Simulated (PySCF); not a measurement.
Species: C5H9NSi.
SMILES: `C=N[SiH]1CC=CC1`

The closed-shell ground state was solved at several levels (PySCF, density fitting, gas phase, non-relativistic). The structure is a single PBE0-D3(BJ)/def2-SVP conformer in the gas phase; no vibrational or solvent corrections.

| level | basis functions | HOMO (eV) | LUMO (eV) | gap (eV) | dipole (D) |
| --- | --- | --- | --- | --- | --- |
| PBE0/pcSseg-1 | 171 | -7.00 | -0.80 | 6.20 | 1.19 |
| B3LYP/def2-SVPD | 216 | -6.81 | -1.13 | 5.68 | 1.03 |

(1) Estimate the row for PBE/pcSseg-1, a basis of 171 functions; the other rows only guide the guess.

(2) Over all these levels, which gives the widest orbital gap and which the narrowest?

(3) How far do the dipole and the HOMO energy spread over the levels?

## Answers

(1) HOMO -5.60 eV, LUMO -1.91 eV, gap 3.69 eV, dipole 0.98 D.

(2) PBE0/pcSseg-1 (global hybrid, 25 % exact exchange) has the widest, 6.20 eV, and PBE/pcSseg-1 (GGA) the narrowest, 3.69 eV. The two share the basis. From the narrowest to the widest the HOMO moves by -1.40 eV and the LUMO by +1.11 eV.

(3) The dipole runs from 0.98 to 1.19 D (mean 1.07 D) and the HOMO from -7.00 to -5.60 eV.
